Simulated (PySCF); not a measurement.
**Electron correlation in Al+ (aluminium, charge +1)**

[Ne] 3s1 3p1, 3s spin antiparallel (an excited configuration). All numbers are calculated (PySCF 2.14, no relativity, point nucleus, in aug-cc-pV(Q+d)Z). Frozen: [Ne]; 2 electrons correlated.

Total MP2 correlation energy: -25.78 mhartree.

Same-spin part 0.00 and opposite-spin part -25.78 mhartree; SCS-MP2 scales them by 1/3 and 6/5 to -30.93 mhartree.
